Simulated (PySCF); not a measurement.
Bromine: a sound run and one with changed settings

Sound run: Br²⁺ [Ar] 3d10 4s2 4p3, Br³⁺ [Ar] 3d10 4s2 4p2. Computed with PySCF 2.14 in def2-SVP (5s4p3d, 32 functions), with no relativity, point nucleus. In the sound run the correlated levels freeze [Ar] 3d10. The sound run starts from symmetry-adapted Hartree-Fock orbitals and uses a fine grid where one is needed.

Changed run: a valence shell is frozen. This setting is unsound on purpose.

| species | method | sound run (hartree) | changed run (hartree) | converged |
| --- | --- | --- | --- | --- |
| Br²⁺ | MP2 | -2571.00095 | -2570.95382 | yes |
| Br²⁺ | CCSD(T) | -2571.01746 | -2570.95864 | yes |
| Br³⁺ | MP2 | -2569.71744 | -2569.67402 | yes |
| Br³⁺ | CCSD(T) | -2569.73612 | -2569.67599 | yes |

Ionisation energy of Br²⁺:

| method | sound run (eV) | changed run (eV) |
| --- | --- | --- |
| UHF | 34.555 | 34.555 |
| MP2 | 34.926 | 34.825 |
| SCS-MP2 | 34.791 | 34.645 |
| CCSD | 34.863 | 34.902 |
| CCSD(T) | 34.867 | 34.903 |

Freezing a valence shell removes pair correlation that changes on ionisation.

For comparison, NIST gives 34.871 ± 0.019 eV between the lowest levels.
